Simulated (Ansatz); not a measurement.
Two structures, one formula

Two relaxed structures of CH3NSe, singlet (PBE0-D4/def2-TZVP; forces vanish, vibrations not checked).

A:

```
6
angstrom
N -0.3783 -1.0321 -0.6198
C 0.0920 0.0369 -0.1619
Se 0.9990 0.2665 1.5148
H -0.2437 -1.8364 -0.0079
H 0.0026 0.9589 -0.7364
H 1.2243 1.7046 1.3313
```

B:

| atom | x (Å) | y (Å) | z (Å) |
| --- | --- | --- | --- |
| N1 | -0.8320 | -1.0310 | -0.4324 |
| C2 | -0.0415 | -0.0331 | -0.0531 |
| Se3 | 0.6852 | 0.1699 | 1.5586 |
| H4 | -1.2092 | -1.0832 | -1.3634 |
| H5 | 0.1433 | 0.6959 | -0.8412 |
| H6 | -1.0620 | -1.7571 | 0.2279 |

Computed with Ansatz 0.2.0 (basis: def2-TZVPP); correlated methods freeze the cores. Filled d shells of the heavier atoms are correlated. The def2 sets are not built for correlating such inner shells, so the correlated values are less sure here. B3LYP uses VWN-RPA correlation.

**Question.** Which structure is lower at CCSD(T), and by how much? (An estimate is asked for; the value comes from the calculation.)

**Answer.** Computed: B, by 44.3 kJ/mol (electronic energy, against the other). By their contacts, A is CH₃NSe ([NH][CH][SeH]) and B is CH₃NSe ([NH2][CH][Se]).

All methods give the same order:

```json
{"method": "PBE-D4", "E(B) − E(A) (kJ/mol)": "-53.0"}
{"method": "r2SCAN-D4", "E(B) − E(A) (kJ/mol)": "-54.5"}
{"method": "PBE0-D4", "E(B) − E(A) (kJ/mol)": "-56.7"}
{"method": "B3LYP-D4", "E(B) − E(A) (kJ/mol)": "-53.1"}
{"method": "wB97M-V", "E(B) − E(A) (kJ/mol)": "-51.9"}
{"method": "HF", "E(B) − E(A) (kJ/mol)": "-52.7"}
{"method": "MP2", "E(B) − E(A) (kJ/mol)": "-51.8"}
{"method": "CCSD", "E(B) − E(A) (kJ/mol)": "-43.4"}
{"method": "CCSD(T)", "E(B) − E(A) (kJ/mol)": "-44.3"}
```

No T1 diagnostic of these runs exceeds 0.018.

Labels in which every atom is bracketed show which atoms are joined, not bond orders.

For scale, one of the runs: CCSD(T)/def2-TZVPP, 152 basis functions, launched by `ansatz run in.yaml --threads 2 --pin off --events-out ev --progress --plain --max-ram 4352MiB`. Hardware: 2 CPU threads of an Arm Neoverse N1, shared host. Wall time 55 s; peak host memory 1.1 GiB.
